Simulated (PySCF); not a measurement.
FGe, SMILES [F][Ge] (connectivity only; charge and spin as stated), neutral, multiplicity 2.

Coordinates come from a PBE-D3(BJ)/def2-TZVPD optimisation.

All values below come from r2SCAN/def2-TZVPD (PySCF).

Isolated molecule, no solvent.

The total energy is -2176.83024 hartree. The point group comes out as C∞v, the α spin, highest occupied and lowest empty level is -4.39 and -3.75 eV and the β spin, highest occupied and lowest empty level is -8.93 and -3.41 eV. The dipole moment is 1.82 D and the ⟨S²⟩ comes out as 0.757 (pure state 0.75).
